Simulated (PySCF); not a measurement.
Isomers of C5H8O3, mass 116.047 u with the commonest isotopes. Method used: PBE0/def2-SVPD in PySCF (dipole) on a GFN2-xTB geometry, gas phase. One conformer each, none proved a minimum here; rigid rotors.

Question: Order these by radius of gyration √(Σ m r²/M), smallest first.
A. `[CH3:1][CH2:2][O:3][C@H:4]1[O:5][CH2:6][C:7]1=[O:8]` with C1–C2–O3–C4 179°, C2–O3–C4–O5 74°
B. `[CH3:1][C:2](=[O:3])[O:4][C@H:5]([CH3:6])[CH:7]=[O:8]` with C1–C2–O4–C5 -175°, C2–O4–C5–C6 -167°, O4–C5–C7–O8 5° (2-acetoxypropanal)
C. `[CH3:1][C:2](=[O:3])[CH:4]1[O:5][CH2:6][CH2:7][O:8]1` with C1–C2–C4–O5 -59°, C2–C4–O5–C6 156°, C4–O5–C6–C7 -22°, O5–C6–C7–O8 1°, C6–C7–O8–C4 21°

Answer: C (1.887 Å), B (1.937 Å), A (2.102 Å).

Question: Order these by rotational constant C, largest first.
A. `[CH3:1][CH2:2][O:3][C@H:4]1[O:5][CH2:6][C:7]1=[O:8]` with C1–C2–O3–C4 179°, C2–O3–C4–O5 74°
B. `[CH3:1][C:2](=[O:3])[CH:4]1[O:5][CH2:6][CH2:7][O:8]1` with C1–C2–C4–O5 -59°, C2–C4–O5–C6 156°, C4–O5–C6–C7 -22°, O5–C6–C7–O8 1°, C6–C7–O8–C4 21°
C. `[CH3:1][C:2](=[O:3])[O:4][C@H:5]([CH3:6])[CH:7]=[O:8]` with C1–C2–O4–C5 -175°, C2–O4–C5–C6 -167°, O4–C5–C7–O8 5° (2-acetoxypropanal)

Answer: B (1410 MHz), C (1302 MHz), A (1023 MHz).

Question: Order these by rotational constant B, largest first.
A. `[CH3:1][CH2:2][O:3][C@H:4]1[O:5][CH2:6][C:7]1=[O:8]` with C1–C2–O3–C4 179°, C2–O3–C4–O5 74°
B. `[CH3:1][C:2](=[O:3])[O:4][C@H:5]([CH3:6])[CH:7]=[O:8]` with C1–C2–O4–C5 -175°, C2–O4–C5–C6 -167°, O4–C5–C7–O8 5° (2-acetoxypropanal)
C. `[CH3:1][C:2](=[O:3])[CH:4]1[O:5][CH2:6][CH2:7][O:8]1` with C1–C2–C4–O5 -59°, C2–C4–O5–C6 156°, C4–O5–C6–C7 -22°, O5–C6–C7–O8 1°, C6–C7–O8–C4 21°

Answer: B (1576 MHz), C (1438 MHz), A (1211 MHz).

```csv
SMILES,point group,Ia (u·Å²),Ib (u·Å²),Ic (u·Å²),κ,μa (D),μb (D),μc (D)
CC(=O)O[C@H](C)C=O,C1,161.78,320.75,388.29,-0.70,1.46,3.02,0.07
CC(=O)C1OCCO1,Cs,116.66,351.46,358.35,-0.98,3.69,0.15,1.58
CCO[C@H]1OCC1=O,C1,114.00,417.40,493.84,-0.89,1.15,1.78,0.56
```
